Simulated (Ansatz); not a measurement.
Born–Oppenheimer molecular dynamics of ClF$_{2}$H$_{2}$HfN (7 atoms, charge 0, multiplicity 1). It starts from a relaxed structure.

All numbers below come from Ansatz 0.2.0, RKS PBE-D4/def2-SVP.

```yaml
ensemble: NVT, Langevin thermostat
time_step: 0.5 fs
steps_asked: 250
set_temperature: 300 K
friction: 0.02 /fs
masses: H 2.014 u
seed: 850755
```

First frame:

```xyz
7
Properties=species:S:1:pos:R:3
Hf -0.023 -0.009 -0.005
Cl 0.247 -0.188 2.348
F 1.699 0.029 -0.851
F -1.166 1.479 -0.407
N -0.962 -1.658 -0.690
H -1.979 -1.789 -0.752
H -0.505 -2.523 -1.002
```

**Question.** What does the run give?

**Answer.** The run went to its last step.

```
steps done                                               : 250
time covered                                             : 125 fs
mean temperature over the second half                    : 309 K
spread of the potential energy over the second half      : 5.3 meV per atom
mean potential energy of the second half above the start : 31.5 meV per atom
```

A run of 0.12 ps of so small a system gives no equilibrium averages.

**Question.** What happens to the structure?

**Answer.** The same pairs are bonded in the first frame and the last. Pairs count as bonded within 1.25 times the sum of covalent radii (0.12 Å more for H–H). Another seed would give other details.

**Question.** How do temperature and energy run in time?

**Answer.** 
| time (fs) | T (K) | potential energy less start (eV) |
| --- | --- | --- |
| 0 | 257 | 0.000 |
| 6.5 | 210 | 0.062 |
| 13 | 237 | 0.118 |
| 19.5 | 377 | 0.117 |
| 26 | 371 | 0.226 |
| 32.5 | 354 | 0.272 |
| 39 | 349 | 0.197 |
| 45.5 | 311 | 0.169 |
| 52 | 322 | 0.154 |
| 58.5 | 234 | 0.253 |
| 65 | 227 | 0.239 |
| 71.5 | 320 | 0.212 |
| 78 | 384 | 0.161 |
| 84.5 | 276 | 0.177 |
| 91 | 297 | 0.204 |
| 97.5 | 309 | 0.258 |
| 104 | 272 | 0.291 |
| 110.5 | 370 | 0.235 |
| 117 | 231 | 0.310 |
| 123.5 | 272 | 0.236 |

Time of the run: 4.6 min on 2 threads of Intel(R) Xeon(R) 6975P-C (Granite Rapids), on a shared host, peak memory 0.21 GiB.
